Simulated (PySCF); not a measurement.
BeGeH4Se, SMILES [GeH3][Be][SeH].

Geometry optimised at B3LYP-D3(BJ)/def2-SVP. The structure was generated by enumeration; whether it is a known compound was not checked. Other conformers were not sampled.

Two levels are set side by side: TDDFT-PBE/def2-SVPD (PySCF) and TDDFT-ωB97X/def2-SVPD (PySCF). Vertical, same geometry. The lowest singlet is HOMO→LUMO 100 % with PBE and HOMO→LUMO 90 % with the other functional; states are paired by order. Differences are taken from unrounded values.

| quantity | TDDFT-ωB97X |
|---|---|
| lowest singlet excitation (eV) | 4.87 |
| lowest triplet excitation (TDA) (eV) | 4.68 |
| first bright state (f over 0.05) (eV) | 5.93 |
| its oscillator strength | 0.05 |

Problem. What does TDDFT-PBE give, and how far is it from TDDFT-ωB97X? (An estimate is asked for; the answer gives what the named calculation found.)

Solution. 
```csv
quantity,TDDFT-PBE,TDDFT-PBE minus TDDFT-ωB97X
lowest singlet excitation (eV),4.02,-0.85
lowest triplet excitation (TDA) (eV),3.86,-0.82
first bright state (f over 0.05) (eV),5.04,-0.89
its oscillator strength,0.12,0.06
```

A lower first singlet is the usual sign of a functional without exact exchange. Differences between two approximate levels are no errors against the true value.

Rough cost on one machine, each run with all the roots and properties that it gave: TDDFT-ωB97X against TDDFT-PBE about 8 times.
